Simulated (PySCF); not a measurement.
C3H7BeBr, singlet, geometry from GFN2-xTB (such geometries of metal compounds can be far from the true shape); B3LYP/6-31G*, polarisability run with PySCF.

Input for PySCF:
```python
from pyscf import gto, scf, dft
from pyscf.prop import polarizability

mol = gto.M(
    atom='''
Be   -0.249683    0.047930   -0.042665
Br    1.158430    0.807090    1.066001
C    -1.520780   -0.621283   -1.029897
C    -1.856314   -2.088872   -0.695964
C    -1.241479   -0.530822   -2.543740
H    -2.468432   -0.080602   -0.889318
H    -2.680724   -2.437864   -1.319240
H    -1.003754   -2.739627   -0.878188
H    -2.151387   -2.200134    0.345273
H    -1.086039    0.499557   -2.856436
H    -2.085867   -0.930440   -3.106975
H    -0.358667   -1.104917   -2.816879
''',
    basis='6-31g*',
    charge=0,
    spin=0,
    verbose=4,
)

mf = dft.RKS(mol)
mf.xc = 'b3lyp'
mf.kernel()
alpha = mf.Polarizability().polarizability()[2, 2]
print('alpha_zz =', alpha)
```

**Question.** What does PySCF print? Leave out banner, timings and long lists.

**Answer.** 
```
site-packages/pyscf/prop/efg/rhf.py:45: UserWarning: Module EFG is under testing
  warnings.warn('Module EFG is under testing')
site-packages/pyscf/prop/efg/dhf.py:30: UserWarning: Module EFG is under testing
  warnings.warn('Module EFG is under testing')
site-packages/pyscf/prop/zfs/uhf.py:40: UserWarning: Module ZFS is under testing
  warnings.warn('Module ZFS is under testing')
site-packages/pyscf/prop/gtensor/uhf.py:43: UserWarning: Module g-tensor is under testing
  warnings.warn('Module g-tensor is under testing')
site-packages/pyscf/prop/gtensor/uks.py:41: UserWarning: Module g-tensor is under testing
  warnings.warn('Module g-tensor is under testing')
site-packages/pyscf/prop/hfc/uks.py:35: UserWarning: Module HFC is under testing
  warnings.warn('Module HFC is under testing')
site-packages/pyscf/prop/magnetizability/rhf.py:39: UserWarning: Module magnetizability is under testing
  warnings.warn('Module magnetizability is under testing')
site-packages/pyscf/prop/magnetizability/uhf.py:37: UserWarning: Module magnetizability is under testing
  warnings.warn('Module magnetizability is under testing')
site-packages/pyscf/prop/magnetizability/rks.py:37: UserWarning: Module magnetizability is under testing
  warnings.warn('Module magnetizability is under testing')
site-packages/pyscf/prop/magnetizability/uks.py:39: UserWarning: Module magnetizability is under testing
  warnings.warn('Module magnetizability is under testing')
site-packages/pyscf/prop/polarizability/uhf.py:34: UserWarning: Module polarizability is under testing
  warnings.warn('Module polarizability is under testing')
site-packages/pyscf/prop/polarizability/rks.py:29: UserWarning: Module polarizability is under testing
  warnings.warn('Module polarizability is under testing')
site-packages/pyscf/prop/polarizability/uks.py:29: UserWarning: Module polarizability is under testing
  warnings.warn('Module polarizability is under testing')
PySCF version 2.14.0

[INPUT] verbose = 4
[INPUT] num. atoms = 12
[INPUT] num. electrons = 64
[INPUT] charge = 0
[INPUT] spin (= nelec alpha-beta = 2S) = 0
[INPUT] symmetry False subgroup None
[INPUT] Mole.unit = angstrom
[INPUT] Symbol           X                Y                Z      unit          X                Y                Z       unit  Magmom
[...]
nuclear repulsion = 241.297811662316
number of shells = 50
number of NR pGTOs = 231
number of NR cGTOs = 102
basis = 6-31g*
ecp = {}

******** <class 'pyscf.dft.rks.RKS'> ********
method = RKS
initial guess = minao
damping factor = 0
level_shift factor = 0
DIIS = <class 'pyscf.scf.diis.CDIIS'>
diis_start_cycle = 1
diis_space = 8
diis_damp = 0
SCF conv_tol = 1e-09
SCF conv_tol_grad = None
SCF max_cycles = 50
direct_scf = True
direct_scf_tol = 1e-13
XC library pyscf.dft.libxc version 7.1.2
    S. Lehtola, C. Steigemann, M. J. T. Oliveira, and M. A. L. Marques,  SoftwareX 7, 1–5 (2018)
XC functionals = b3lyp
    P. J. Stephens, F. J. Devlin, C. F. Chabalowski, and M. J. Frisch,  J. Phys. Chem. 98, 11623 (1994)
radial grids:
    Treutler-Ahlrichs [JCP 102, 346 (1995); DOI:10.1063/1.469408] (M4) radial grids

becke partition: Becke, JCP 88, 2547 (1988); DOI:10.1063/1.454033
pruning grids: <function nwchem_prune>
grids dens level: 3
symmetrized grids: False
atomic radii adjust function: <function treutler_atomic_radii_adjust>
small_rho_cutoff = 0
Set gradient conv threshold to 3.16228e-05
Initial guess from minao.
tot grids = 145160
init E= -2706.37702352798
[...]
cycle= 1 E= -2707.16524956275  delta_E= -0.788  |g|= 0.469  |ddm|= 3.08
[...]
cycle= 2 E= -2707.13063690369  delta_E= 0.0346  |g|= 0.587  |ddm|= 1.12
[...]
cycle= 3 E= -2707.22655836914  delta_E= -0.0959  |g|= 0.0474  |ddm|= 0.643
[...]
cycle= 4 E= -2707.2270441102  delta_E= -0.000486  |g|= 0.0165  |ddm|= 0.0693
[...]
cycle= 5 E= -2707.22710672021  delta_E= -6.26e-05  |g|= 0.00646  |ddm|= 0.0234
[...]
cycle= 6 E= -2707.22711519742  delta_E= -8.48e-06  |g|= 0.000613  |ddm|= 0.00591
[...]
cycle= 7 E= -2707.22711529307  delta_E= -9.57e-08  |g|= 0.000136  |ddm|= 0.00094
[...]
cycle= 8 E= -2707.22711529714  delta_E= -4.07e-09  |g|= 1.81e-05  |ddm|= 0.000153
[...]
cycle= 9 E= -2707.22711529723  delta_E= -8.69e-11  |g|= 3.08e-06  |ddm|= 2.54e-05
[...]
Extra cycle  E= -2707.22711529721  delta_E= 1.59e-11  |g|= 3.02e-06  |ddm|= 7.11e-06
converged SCF energy = -2707.22711529721
Isotropic polarizability 60.3960311761
Polarizability anisotropy 5.58447293696
alpha_zz = 62.34268764149077
```
